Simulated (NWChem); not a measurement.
Species: C3H5FSi; SMILES C(=C=C[SiH3])F

```xyz
10

F     -0.5272     2.7192     0.2555
C      0.2055     1.8365    -0.4587
C      0.5129     0.6277    -0.0232
C      0.7956    -0.6052     0.3519
Si    -0.3293    -2.0741    -0.0329
H      0.5299     2.2304    -1.4374
H      1.7293    -0.7915     0.9222
H      0.4281    -3.0982    -0.8360
H     -1.5228    -1.5966    -0.8071
H     -0.7728    -2.7276     1.2486
```
Atoms are numbered in this order, from 1.

Program: NWChem. Pople sets run with spherical d functions. Structure relaxed at the PBE-D3(BJ)/def2-SVP level. Level: PBE/6-31G* with SMD (1 M gas to 1 M solution), gas-phase geometry. Reactions with the solvent are ignored.

### Question
Estimate the computed values for solvent N,N-dimethylformamide. Quantities: solvation free energy (kcal/mol); cavity-dispersion-structure term (kcal/mol); dipole in solution (D).

### Answer
- solvation free energy (kcal/mol): -0.7
- cavity-dispersion-structure term (kcal/mol): 1.7
- dipole in solution (D): 1.61
